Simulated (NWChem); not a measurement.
Species: CrHO3F; SMILES [F][Cr](=[O])(=[O])[OH]

```xyz
6

Cr    -0.0165     0.0236     0.0000
O      0.8851    -0.0523    -1.2354
O      0.8851    -0.0523     1.2354
F     -0.8877     1.4727     0.0000
O     -1.1051    -1.2965     0.0000
H     -0.8549    -2.2299     0.0000
```
Atoms are numbered in this order, from 1.

This is a stationary point of PBE0/def2-SVP (NWChem), point group Cs. 

### Question
Is it a minimum? If not, what does it relax to?

### Answer
No. It has an imaginary frequency of 303i cm⁻¹. Following that mode (on a finer grid) lowers the energy by 2.6 kcal/mol and ends, with real frequencies alone, at point group C1:
```xyz
6

Cr     0.1067    -0.0359    -0.0578
O      1.0077     0.1135    -1.2843
O      0.9669    -0.1439     1.2041
F     -0.9143     1.3106     0.0795
O     -0.8300    -1.4615    -0.2429
H     -1.0255    -1.9570     0.5669
```
